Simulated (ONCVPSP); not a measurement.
## What one change does to a pseudopotential (lanthanum, ONCV)

```
Element                 : La
Generator               : ONCVPSP 4.0.1
Type                    : optimised norm-conserving Vanderbilt (ONCV)
Functional              : PBE
Relativity              : scalar-relativistic
Frozen core             : [Kr] 4d10
Valence charge          : 11
Reference configuration : 5s2 5p6 5d1 6s1 (charge +1)
Partial waves           : 5s+6s: rc 2.55 bohr, ncon 4, nbas 9, qcut 5.4 1/bohr, 3 projectors, debl 2.9 Ha; 5p: rc 2.30 bohr, ncon 4, nbas 8, qcut 6.4 1/bohr, 3 projectors, debl 1.5 Ha; 5d: rc 3.85 bohr, ncon 4, nbas 9, qcut 4.1 1/bohr, 2 projectors, debl 2.1 Ha; f scattering state at 0.45 Ha: rc 3.95 bohr, ncon 4, nbas 7, qcut 2.5 1/bohr, 2 projectors, debl 0.5 Ha
Local potential         : polynomial inside 1.80 bohr (lpopt 4, dvloc0 6 Ha)
Core correction         : none
```

In the f channel the program set the typed energies aside and used -0.374, 0.126 Ha.

Change: p: qcut 4.2.

Cutoffs: the cutoffs (Ha) at which the residual kinetic energy of the hardest occupied pseudo-wave falls to 1 and 0.1 mHa per electron; they do not see the model core or the augmentation charge, which bear on the density cutoff. Errors are all-electron minus pseudo energies relative to the spin-unpolarised reference configuration.

Q: What does the change do?

A: The potential gets neither clearly harder nor softer (12 Ha and 15 Ha → 9.0 Ha and 21 Ha); the s channel sets the loose cutoff, while the largest relative change is in p, which becomes softer; the errors of the 4 common tests hardly move; neither file shows a bound ghost.

| quantity | base | changed |
| --- | --- | --- |
| cutoff, loose | 12 Ha | 9.0 Ha |
| cutoff, tight | 15 Ha | 21 Ha |
| loose cutoff by channel | s 9.0 Ha, p 12 Ha, d 5.1 Ha | s 9.0 Ha, p 5.9 Ha, d 5.1 Ha |
| bound ghosts | none | none |
| GHOST(+) flags under 300 eV | none | none |
| error for 5s2 5p6 5d1 6s2, meV [ΔE -5.97 eV] | +0.4 | +0.3 |
| error for 5s2 5p6 5d1 6s0, meV [ΔE 10.89 eV] | -3.4 | -3.5 |
| error for 5s2 5p6 5d0 6s0, meV [ΔE 29.84 eV] | +27 | +27 |
| error for 5s2 5p6 5d1.5 6s1.5, meV [ΔE -5.62 eV] | +1.0 | +0.9 |
| s: phases at 2.58 bohr within 0.05 rad from the reference energy up to (Ha; the scan ends near 5) | 4.8 | 4.8 |
| p: phases at 2.33 bohr within 0.05 rad from the reference energy up to (Ha; the scan ends near 5) | to the end of the scan | to the end of the scan |
| d: phases at 3.90 bohr within 0.05 rad from the reference energy up to (Ha; the scan ends near 5) | 3.9 | 3.9 |
| f: phases at 4.02 bohr within 0.05 rad from the reference energy up to (Ha; the scan ends near 5) | 1.1 | 1.1 |
